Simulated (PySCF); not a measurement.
# Reading the logs of faulty runs: BH3NOSi cation

These are calculations, not measurements. They come from PySCF 2.14.0, an open-source quantum chemistry program, on an isolated molecule that a program drew, which may never have been made. The molecule is BH3NOSi cation (charge +1, singlet), drawn as the SMILES string `N[B+][SiH]=O`.

Each row is a Hartree-Fock (HF) and frozen-core CCSD(T) single point in the cc-pV(D+d)Z basis, meant for a local HF minimum. Run 1 is clean. Each other run has one planted mistake out of seven kinds, and not every kind appears here: one electron removed, one electron added, multiplicity raised by two, geometry at a saddle point, minimal basis STO-3G, one bond length entered in bohr, all coordinates scaled. The reference is restricted for singlets and unrestricted otherwise, and also for a bond in bohr. Adding or removing an electron swaps singlet and doublet. Electrons count all cores. HOMO and LUMO are orbital energies over both spins, the gradient is its largest component, and the lowest frequency (negative if imaginary) is given only where the gradient is small. Bond lengths are over the 6 bonds as drawn. T1 is the CCSD diagnostic: over 0.02 (restricted) or 0.045 (unrestricted) a single reference is doubtful.

Geometry of the clean run:
```xyz
7
BH3NOSi cation, angstrom
N    -0.7647    1.3307   -1.2856
B    -0.9123    0.0214   -1.2882
Si   -1.3894   -1.9413   -0.9626
O    -2.2965   -1.8770    0.2154
H    -0.1934    1.8375   -1.9471
H    -1.2275    1.9178   -0.6029
H    -0.8192   -2.9520   -1.8460
```

```
run  electrons  basis functions  <S^2>  HOMO (eV)  LUMO (eV)  gradient (hartree/bohr)  lowest frequency (cm^-1)  mean bond (Å)  longest bond (Å)      T1  HF (hartree)  CCSD(T) (hartree)                     mistake
  1         36               80  0.000     -17.08      -4.64                  9.8e-06                        99         1.3888             2.046  0.0252    -444.41427         -444.96472                    no fault
  2         36               80  2.020     -12.42      -5.52                  1.5e-01                         -         1.3888             2.046  0.0273    -444.33514         -444.83481  multiplicity raised by two
  3         36               27  0.000     -13.94      -1.23                  4.1e-02                         -         1.3888             2.046  0.0284    -439.03103         -439.28814        minimal basis STO-3G
  4         36               80  0.000     -16.55      -4.85                  1.0e-01                         -         1.5138             2.230  0.0315    -444.35782         -444.93588      all coordinates scaled
  5         35               80  0.764     -24.37     -11.96                  1.1e-01                         -         1.3888             2.046  0.0271    -443.90199         -444.39274                           ?
  6         36               80  1.049     -15.54      -6.33                  1.6e-02                         -         1.5842             2.490  0.0384    -444.20042         -444.72050                           ?
```

**Which mistake was planted in run 5, and what did it cost?**

It counts 35 electrons, one fewer than the clean run, at the same geometry and basis. So the mistake is: one electron removed. Subtracting run 1 and multiplying by 627.51 kcal/mol a hartree, the energy moved by 321.5 kcal/mol in HF and 358.9 kcal/mol in CCSD(T).

**Which mistake was planted in run 6, and what did it cost?**

The mean bond changes by a factor of 1.141 and the longest by 1.217, so the molecule wasn't scaled as a whole. A length L in bohr read as angstrom grows by (1/0.5292 - 1) L = 0.890 L. The 6 bonds together grew by 6 x 0.1954 = 1.172 Å, which gives L = 1.318 Å. That is bond N1-B2, 1.318 Å in the clean geometry. So the mistake is: one bond length entered in bohr. Subtracting run 1 and multiplying by 627.51 kcal/mol a hartree, the energy moved by 134.2 kcal/mol in HF and 153.3 kcal/mol in CCSD(T).

Cautions from the logs. Run 1: T1 is over the limit, so its CCSD(T) energy is less reliable; run 3: T1 is over the limit, so its CCSD(T) energy is less reliable; run 4: T1 is over the limit, so its CCSD(T) energy is less reliable.
